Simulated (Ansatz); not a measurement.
Ansatz (a program for electronic structure) input:
A basis named .json is the Basis Set Exchange file of that set.

Ansatz 0.2 input:
```yaml
crystal:
  periodic: [false, false, false]
  atoms:
    - {symbol: Re, position_ang: [-0.00000000, -0.00000000, -0.16820080]}
    - {symbol: O, position_ang: [0.00000000, 0.00000000, 1.57688253]}
basis:
  gaussian:
    orbitals: def2-TZVPPD.json
total_charge: -1
magnetization: {spin_polarized: true, initial_magnetization: 4}
correlation: {method: ccsd_t, electrons: outside_noble_gas}
```

Q: Which total energy does the run end on?

A: -152.87889 Eh (CCSD(T)/def2-TZVPPD). The basis has 99 functions.

This state (charge -1, quintet) is run at the relaxed geometry of the species with charge 0 and multiplicity 6.

The determinant is spin-contaminated: <S^2> is 6.34 against 6.00 for a pure state.
